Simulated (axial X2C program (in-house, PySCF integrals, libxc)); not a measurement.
Potential curves of MoSi⁺, with spin–orbit coupling

All values were computed with an in-house relativistic program for diatomic molecules. Two-component (2c) means X2C with spin–orbit coupling and atomic mean-field two-electron Coulomb and Gaunt terms. Basis: Mo dyall-cv3z [11s12p9d5f3g], Si dyall-v3z [8s7p2d1f] (cores contracted in-house); Gaussian nuclei, density fitting, unrestricted open shells. Masses: Mo 97.905 u, Si 27.977 u.

State: Ω = 5/2 (⟨Sz⟩ = 2.50, ⟨Lz⟩ = 0.00 at HF). Energies in eV from the fragments at the same level (Mo+ + Si). Fits are polynomials in 1 − R0/R over 0.85 to 1.23 times the lowest point R0.

```json
{"R (Å)": "2.1567", "HF": "1.0716", "CCSD": ""}
{"R (Å)": "2.2559", "HF": "0.5477", "CCSD": "-1.2652"}
{"R (Å)": "2.3303", "HF": "0.2710", "CCSD": "-1.4544"}
{"R (Å)": "2.4046", "HF": "0.0729", "CCSD": "-1.5639"}
{"R (Å)": "2.4790", "HF": "-0.0637", "CCSD": "-1.6119"}
{"R (Å)": "2.5658", "HF": "-0.1630", "CCSD": "-1.6101"}
{"R (Å)": "2.6525", "HF": "-0.2136", "CCSD": "-1.5645"}
{"R (Å)": "2.7641", "HF": "-0.2275", "CCSD": "-1.4647"}
{"R (Å)": "2.9004", "HF": "-0.1921", "CCSD": ""}
{"R (Å)": "3.0987", "HF": "-0.0816", "CCSD": ""}
```

Correlated methods: 9 electrons correlated (number of frozen shells: Mo 4 s, 3 p, 1 d; Si 2 s, 1 p), 265 virtual spin orbitals or spinors in MP2, 90 natural virtuals in coupled cluster.

The state is one determinant whose occupation by symmetry is held fixed; it was picked as the lowest of a PBE0 search that is not exhaustive. De is counted from the lowest determinant-based energies of the atoms at the same level, without counterpoise correction. CCSD ran in a truncated set of natural virtual spinors with an MP2 remainder; without triples it tends to underbind. In 2c an atomic determinant is not the ground J level, so De misses part of the atomic spin–orbit lowering. This holds for CCSD. PBE0 can misorder states that lie within some tenths of an eV, so this need not be the ground state of the molecule. The nearest other 2c determinant of the search, Ω = 1/2, lies 0.31 eV up at the distance of the search. With several unpaired electrons one determinant need not be a pure state. This is the top spin component of a Σ state; components of lower Ω are not single determinants and can lie lower. The determinant is spin-polarised beyond a pure state at some levels (its spin-free form has ⟨S²⟩ too high), which makes Re and μ there less reliable. The T1 diagnostic is large, a sign of multireference character. With the outer-core shells frozen, correlated bond lengths of heavy atoms tend to come out a few hundredths of an ångström too long. Coupled cluster ran on the points near the minimum only. MP2 and coupled cluster on one determinant become unreliable at the stretched end.

(1) Fit the HF curve near its minimum: give the equilibrium distance, the harmonic wavenumber and the well depth.

(2) What are Re, ωe and De at the CCSD level?

Results:

(1) At HF, 2c: Re = 2.740 Å, ωe ≈ 207 cm⁻¹, De = 0.23 eV to Mo+ + Si; Be follows as 0.103 cm⁻¹.

(2) At CCSD, 2c: Re = 2.518 Å, ωe ≈ 298 cm⁻¹, De = 1.62 eV to Mo+ + Si; Be follows as 0.122 cm⁻¹.
